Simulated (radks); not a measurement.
Excited configurations of Tc+: one electron is placed in a higher orbital outside [Kr] 4d5. The ground configuration is [Kr] 4d5 5s1. Calculated with a radial shooting solver on a logarithmic mesh with Libxc functionals: non-relativistic Kohn-Sham, TPSS, spin-polarised, spherical densities, point nucleus; open shells are filled with parallel spins first (spin-orbit coupling, left out, can overturn this in heavy ions); meta-GGA in the generalised Kohn-Sham scheme; relativity is left out, which matters for an element this heavy. Excitation = E - E(ground); binding = E(ion) - E, where the ion is the core of charge +2; n* = 2/sqrt(2 binding) in atomic units, and the quantum defect is n - n*.

| outer orbital | excitation (eV) | binding (eV) | n* | quantum defect | eigenvalue (eV) | <r> (bohr) |
|---|---|---|---|---|---|---|
| 4f | 11.134 | 3.622 | 3.876 | 0.124 | -2.592 | 8.445 |
| 6d | 11.356 | 3.400 | 4.001 | 1.999 | -2.610 | 11.31 |

Estimate the row for 7d.

Answer. excitation (eV) 12.487; binding (eV) 2.269; n* 4.897; quantum defect 2.103; eigenvalue (eV) -1.806; <r> (bohr) 17.71. The Delta-SCF ionisation energy is 14.756 eV (NIST Atomic Spectra Database: 15.260 eV, semi-empirical). Self-interaction in the functional shifts the binding energies and quantum defects, so they are the method's values and not measured ones. Relativity is left out here, which matters for elements this heavy. Open shells are spherical and high-spin; term and fine-structure splittings are not resolved.
